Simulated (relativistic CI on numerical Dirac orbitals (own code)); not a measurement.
Method of calculation: Dirac-Coulomb-Breit CI, separate exchange-only KLI orbitals for each configuration, model QED (radiative potential, 1s self-energy scaled to tabulated hydrogen-like ionisation energies), unscaled Slater integrals (own radial code, finite nucleus).

The strongest absorption lines from the ground level of an ion, among the configurations computed and to levels below about 1100 eV (vacuum wavelength in nm, gf): 1.1974 (0.11), 4.1125 (0.91), 4.1534 (1), 4.2425 (0.59), 4.7023 (0.93), 5.3549 (0.29), 5.5628 (0.84), 5.7151 (0.31).

**Question.** Which ion is it?
A. Te³³⁺
B. Cs³⁶⁺
C. Ce³⁹⁺
D. Cs³⁴⁺

**Answer.** B. Cs³⁶⁺ has 19 electrons and the ground level 3s²3p⁶3d ²D3/2; the strongest line goes to 3s²3p⁵3d² ²D°3/2. The pattern of lines fixes the number of electrons, and along that sequence the line energies rise steadily with the charge (about as its square where n changes within one kind of shell, about linearly where n is kept but much faster in heavy ions where fine structure, which grows about as Z⁴, sets the gap, and irregularly where shells cross), which fixes Z. Configurations outside the model, such as inner-shell arrays, can give stronger lines. At this charge energies of transitions that change n are usually good to better than 1 %, and those within a shell (Δn = 0) to a few per cent.

LS names give the leading component of a level, which can be under half, so a name can repeat, a term be missing and a line seem to break the LS rules.
